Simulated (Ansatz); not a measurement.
Cl₃H₃OSiSn, SMILES `[SiH3][O][Sn]([Cl])([Cl])[Cl]`, 9 atoms. Charge 0, multiplicity 1. Correlated methods include outer-core shells of Sn, which these sets cover unevenly. Sn takes the def2 core potential. All runs use 4 threads of an Intel Xeon Platinum 8488C on a shared host. Correlated methods freeze the cores.

(1) How many basis functions does each run have, and how long does it take in Ansatz? RHF-MP2/def2-TZVPP energy; RKS revPBE-D4/def2-TZVPP energy; direct RPA on PBE orbitals/def2-TZVPP energy; RHF-CCSD(T)/def2-SVP energy; RKS r2SCANh-D4/def2-TZVPP energy; RKS B3LYP-D4/def2-TZVPP energy and forces; RKS PBE0-D4/def2-TZVP relaxation (8 steps); RKS ωB97M-V/def2-SVP energy; RKS PBE0-D4/def2-SVP energy; RKS PBE0-D4/def2-QZVPP energy; RKS PBE0-D4/def2-TZVP frequencies; RKS B2PLYP (frozen core)/def2-TZVPP energy. (Estimate.)

Answers

(1) Computed: Other jobs shared the machine, so times are rough.

```
                                level                   job  functions  wall time  peak host memory (GiB)
                 RKS PBE0-D4/def2-SVP                energy        127      1.4 s                    0.36
             RKS revPBE-D4/def2-TZVPP                energy        291      2.3 s                    0.54
                 RKS ωB97M-V/def2-SVP                energy        127      4.6 s                    0.53
                   RHF-MP2/def2-TZVPP                energy        291      5.5 s                    0.93
direct RPA on PBE orbitals/def2-TZVPP                energy        291      6.5 s                    0.86
            RKS r2SCANh-D4/def2-TZVPP                energy        291      7.5 s                     1.4
              RKS B3LYP-D4/def2-TZVPP     energy and forces        291        8 s                     1.4
  RKS B2PLYP (frozen core)/def2-TZVPP                energy        291        8 s                    0.98
                 RHF-CCSD(T)/def2-SVP                energy        127      9.5 s                    0.74
               RKS PBE0-D4/def2-QZVPP                energy        509       13 s                     3.1
                RKS PBE0-D4/def2-TZVP  relaxation (8 steps)        247       47 s                     1.1
                RKS PBE0-D4/def2-TZVP           frequencies        247    3.7 min                     1.1
```

B3LYP here is the variant with VWN-RPA as its local correlation; programs differ in this.
